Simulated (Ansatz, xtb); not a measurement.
## Relative energy of two structures of CuHNOSi+

Structure a: a singlet given by its coordinates. Structure b: a singlet given by its coordinates. Both are isolated ions in the gas phase, relaxed with PBE0-D3(BJ)/def2-SVP.

a (Å):

```xyz
5

Cu    1.8982   -1.9603    4.0388
N     0.7463   -1.2086    2.8257
O    -1.8731   -0.8969    1.1547
Si   -0.6150   -1.1962    2.0739
H    -2.0295   -0.1829    0.5176
```

Close contacts (Å): Cu1–N2 1.83, N2–Si4 1.56, O3–Si4 1.59, O3–H5 0.97.

b (Å):

```csv
atom,x (Å),y (Å),z (Å)
Cu,-0.9105,-1.7389,0.8435
N,-0.1340,-0.7258,-0.5625
O,1.8359,1.6518,-0.1468
Si,0.8894,0.5140,-0.4415
H,-0.4166,-1.0246,-1.5003
```

Close contacts (Å): Cu1–N2 1.90, Cu1–Si4 3.16, N2–Si4 1.61, O3–Si4 1.51, N2–H5 1.02.

Quicker runs give these differences E(b) − E(a): GFN2-xTB −16.9 kcal/mol; HF/STO-3G −12.6 kcal/mol (at GFN2-xTB geometries); r2SCAN-D4/def2-SVP −13.5 kcal/mol (at GFN2-xTB geometries).

**Question.** Estimate E(b) − E(a) at the level CCSD(T)/def2-TZVP.

**Answer.** Calculated at CCSD(T)/def2-TZVP: E(b) − E(a) = −12.2 kcal/mol, so structure b lies lower.

Level by level:

| level | geometry | E(b) − E(a) (kcal/mol) | departure from the last row (kcal/mol) | job, with rough time for the two |
| --- | --- | --- | --- | --- |
| GFN2-xTB | GFN2-xTB | −16.9 | −4.7 | optimisation, 0.53 s |
| HF/STO-3G | GFN2-xTB | −12.6 | −0.3 | single point, 18 s |
| r2SCAN-D4/def2-SVP | GFN2-xTB | −13.5 | −1.3 | single point, 11 s |
| PBE0-D3(BJ)/def2-SVP | PBE0-D3(BJ)/def2-SVP | −13.9 | −1.7 | optimisation, 2.5 min |
| HF/def2-TZVP | PBE0-D3(BJ)/def2-SVP | −16.8 | −4.6 | part of the CCSD(T) run |
| MP2/def2-TZVP | PBE0-D3(BJ)/def2-SVP | −11.4 | +0.8 | part of the CCSD(T) run |
| CCSD(T)/def2-TZVP | PBE0-D3(BJ)/def2-SVP | −12.2 |  | single point, 7.4 min |

None of the levels shown reverses the order. The largest departure from CCSD(T)/def2-TZVP is that of GFN2-xTB, 4.7 kcal/mol.

With harmonic frequencies from PBE0-D3(BJ)/def2-SVP (ideal gas, rigid rotor, one conformer each, 298.15 K, 1 atm): on the last row, ΔE + ΔZPE = −11.1, ΔH = −11.8, ΔG = −10.4 kcal/mol.

The T1 diagnostic of structures a and b is large, so the coupled-cluster value is less sure. The correlated steps freeze 12 core orbitals; the last core shell of Cu is correlated, in a basis made for valence electrons. Programs: Ansatz 0.2.0, xtb 6.7.1; the last row on 1 thread of AMD EPYC (Zen 3) on a shared host.
